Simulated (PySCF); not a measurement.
The electron affinity along the alkaline earths

Calculated with PySCF 2.14 from differences of total energies of unrestricted determinants, without spin-orbit coupling. Values in eV. The last column holds reference values (measured affinities from photodetachment; the arrow runs from anion to atom). Unmarked ones compare directly (S terms, centres of terms, or small fine structure); those marked * lie between the lowest fine-structure levels and include a spin-orbit shift.

```
                                                                                                               element           configurations    PBE  SCS-MP2 (valence)  CCSD (valence)  CCSD(T) (valence)  MP2 (valence and next inner shell)  CCSD (valence and next inner shell)  reference
                               Ca (def2-QZVPPD with one added diffuse shell each of s, p, d, f type, non-relativistic)  [Ar] 4s2 4p1 → [Ar] 4s2  0.099             -0.125          -0.007              0.030                              -0.162                               -0.052    0.025 *
Sr (def2-QZVPPD with one added diffuse shell each of s, p, d, f type with the def2 core potential (28 electrons), ECP)  [Kr] 5s2 5p1 → [Kr] 5s2  0.084             -0.108           0.028              0.064                              -0.161                               -0.029    0.052 *
   Ba (def2-QZVPPD with one added diffuse shell each of s, p, d type with the def2 core potential (46 electrons), ECP)  [Xe] 6s2 6p1 → [Xe] 6s2  0.133             -0.076           0.115              0.146                              -0.135                                0.052    0.145 *
```

The highest occupied level of the anion is positive for Ca⁻ at PBE; Sr⁻ at PBE; Ba⁻ at PBE, so there the basis helps to hold the electron.

"Valence" correlates the outer s and p shells and, in groups 3 to 12 and the f block, the outer d or f shell, open or full, or the next shell where the ion has no valence electron left; the wider scheme adds the next inner shell.
